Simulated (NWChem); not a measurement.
Molecule: C$_{4}$H$_{8}$; SMILES C(/C)=C/C

**Question.** Give the equilibrium geometry at B3LYP/6-31G* (spherical d) (NWChem) as a Z-matrix, with the point group.

**Answer.** point group C2v; any orientation.
```
C
C 1 1.3386
H 1 1.0907 2 117.30
H 2 1.0907 1 117.30 3 0.00
C 1 1.5037 3 114.78 2 180.00
H 5 1.0935 1 112.94 3 180.00
H 5 1.0987 6 107.73 1 -122.75
H 5 1.0987 6 107.73 7 -114.51
C 2 1.5037 4 114.78 1 180.00
H 9 1.0935 2 112.94 4 180.00
H 9 1.0987 10 107.73 6 122.75
H 9 1.0987 10 107.73 11 114.51
```
